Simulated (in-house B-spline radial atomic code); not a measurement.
## Pr³⁺: [Kr] 4d10 (4f5/2)2 (4f7/2)1 5s2 (5p1/2)1 (5p3/2)4 (an excited or competing configuration)

Level of theory: Dirac-Hartree-Fock, average of the jj configuration, Fermi nucleus of rms radius 4.8919 fm; calculated with an all-electron radial atomic-structure program (B-spline basis).

Screening seen three ways: the hydrogenic charge with the same mean radius, Z_r = [3n² - l(l+1)]/(2<r>), the one with the same energy, Z_e = n√(-2ε), and Slater's rules. Values are occupation-weighted means over j. An effective charge above Z reflects the relativistic contraction of the inner shells.

| shell | electrons | ε (eV) | <r> (bohr) | Z_r | Z_e | Slater |
| --- | --- | --- | --- | --- | --- | --- |
| 1s | 2 | -42257 | 0.02409 | 62.27 | 55.73 | 58.70 |
| 2s | 2 | -6929.3 | 0.1025 | 58.56 | 45.14 | 54.85 |
| 2p | 6 | -6210.6 | 0.09032 | 55.36 | 42.73 | 54.85 |
| 3s | 2 | -1561.9 | 0.2708 | 49.85 | 32.14 | 47.75 |
| 3p | 6 | -1327.4 | 0.269 | 46.47 | 29.63 | 47.75 |
| 3d | 10 | -990.84 | 0.2469 | 42.53 | 25.60 | 37.85 |
| 4s | 2 | -351.41 | 0.6226 | 38.55 | 20.33 | 31.25 |
| 4p | 6 | -271.72 | 0.659 | 34.90 | 17.88 | 31.25 |
| 4d | 10 | -153.11 | 0.7289 | 28.81 | 13.42 | 19.85 |
| 5s | 2 | -72.875 | 1.509 | 24.86 | 11.57 | 11.05 |
| 5p | 5 | -51.129 | 1.726 | 21.15 | 9.69 | 11.05 |
| 4f | 3 | -34.867 | 1.029 | 17.49 | 6.40 | 12.30 |

The least bound orbital is 4f7/2 at -34.41 eV, while the most diffuse is 5p3/2 (<r> = 1.741 bohr against 1.043 bohr): energy order and size order differ.

For the 1s electron the small component carries 4.78 % of the norm, the zero-frequency Breit interaction raises the level by 115.8 eV, self-energy by 67.9 eV, and vacuum polarisation lowers it by 10.27 eV.
